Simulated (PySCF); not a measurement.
SMILES c1csc2cc(-c3cccnc3)sc12 (C11H7NS2) (GFN2-xTB optimised geometry):

```
21

C     -3.251     1.765     0.000
C     -4.191     0.744     0.000
N     -3.859    -0.536     0.000
C     -2.584    -0.859     0.000
C     -1.542     0.079     0.000
C     -0.154    -0.321     0.000
C      0.366    -1.590     0.000
C      1.769    -1.582     0.000
S      2.998    -2.799     0.000
C      4.226    -1.578     0.000
C      3.740    -0.310     0.000
C      2.331    -0.310     0.000
S      1.109     0.905     0.000
C     -1.912     1.426     0.000
H     -3.560     2.799     0.000
H     -5.252     0.953     0.000
H     -2.378    -1.921     0.000
H     -0.224    -2.486     0.000
H      5.252    -1.887     0.000
H      4.350     0.574     0.000
H     -1.149     2.192     0.000
```

Computed with PySCF 2.14.0 with PBE/def2-SVP.

What are the frontier orbital energies and the dipole moment?

HOMO-2 -5.76 eV, HOMO-1 -5.63 eV, HOMO -5.22 eV, LUMO -2.35 eV, LUMO+1 -1.56 eV; dipole moment 2.27 D.

Meta-Löwdin charges at PBE/def2-SVP: C1 -0.12, C2 0.00, N3 -0.22, C4 0.00, C5 -0.01, C6 -0.09, C7 -0.14, C8 -0.12, S9 0.25, C10 -0.23, C11 -0.14, C12 -0.12, S13 0.22, C14 -0.09, H15 0.11, H16 0.11, H17 0.10, H18 0.12, H19 0.13, H20 0.13, H21 0.11.
